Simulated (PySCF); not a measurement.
# Electron correlation in Cl⁺ (chlorine, charge +1)

[Ne] 3s2 3p4, high-spin 3P determinant. Computed with PySCF 2.14 in cc-pVDZ-DK (4s3p1d, 18 functions), with the spin-free X2C one-electron Hamiltonian (Gaussian nucleus). Frozen: [Ne]; 6 electrons correlated.

MP2 pair energies summed by pair of shells (mhartree):

| pair | energy | share (%) |
| --- | --- | --- |
| 3p-3p | -42.44 | 48.6 |
| 3s-3p | -37.84 | 43.3 |
| 3s-3s | -7.11 | 8.1 |

Total MP2 correlation energy: -87.40 mhartree.

Same-spin part -21.48 and opposite-spin part -65.92 mhartree; SCS-MP2 scales them by 1/3 and 6/5 to -86.26 mhartree.

```json
{"level": "CCSD", "correlation energy (mhartree)": "-106.44"}
{"level": "(T)", "correlation energy (mhartree)": "-1.07"}
{"level": "CCSD(T)", "correlation energy (mhartree)": "-107.51"}
```

Diagnostics: T1 = 0.0061, D1 = 0.0207, largest double amplitude 0.052.

Cost of the coupled-cluster step: 0.09 s of wall time on 1 thread of Intel(R) Xeon(R) 6975P-C (shared host), for 6 correlated electrons.

Iterations:

```
CC2 = 0
CCSD nocc = (np.int64(4), np.int64(2)), nmo = (13, 13)
frozen orbitals [[0, 1, 2, 3, 4], [0, 1, 2, 3, 4]]
max_cycle = 100
direct = 0
conv_tol = 1e-08
conv_tol_normt = 1e-06
diis_space = 8
diis_start_cycle = 0
Init t2, MP2 energy = -0.0873959452609203
Init E_corr(UCCSD) = -0.0873959452617398
cycle = 1  E_corr(UCCSD) = -0.102147595815688  dE = -0.0147516506  norm(t1,t2) = 0.0354416
cycle = 2  E_corr(UCCSD) = -0.105166503723905  dE = -0.00301890791  norm(t1,t2) = 0.0110426
cycle = 3  E_corr(UCCSD) = -0.106459663224531  dE = -0.0012931595  norm(t1,t2) = 0.004112
cycle = 4  E_corr(UCCSD) = -0.10643597867018  dE = 2.36845544e-05  norm(t1,t2) = 0.000398745
cycle = 5  E_corr(UCCSD) = -0.106440343080438  dE = -4.36441026e-06  norm(t1,t2) = 8.78725e-05
cycle = 6  E_corr(UCCSD) = -0.106439747101958  dE = 5.9597848e-07  norm(t1,t2) = 1.8125e-05
cycle = 7  E_corr(UCCSD) = -0.106439914446224  dE = -1.67344266e-07  norm(t1,t2) = 3.14835e-06
cycle = 8  E_corr(UCCSD) = -0.106439856013485  dE = 5.84327383e-08  norm(t1,t2) = 4.17953e-07
cycle = 9  E_corr(UCCSD) = -0.10643986340817  dE = -7.39468481e-09  norm(t1,t2) = 7.06378e-08
UCCSD converged
E(UCCSD) = -460.551379409711  E_corr = -0.1064398634081701
UCCSD(T) correction = -0.00106894419072959
```
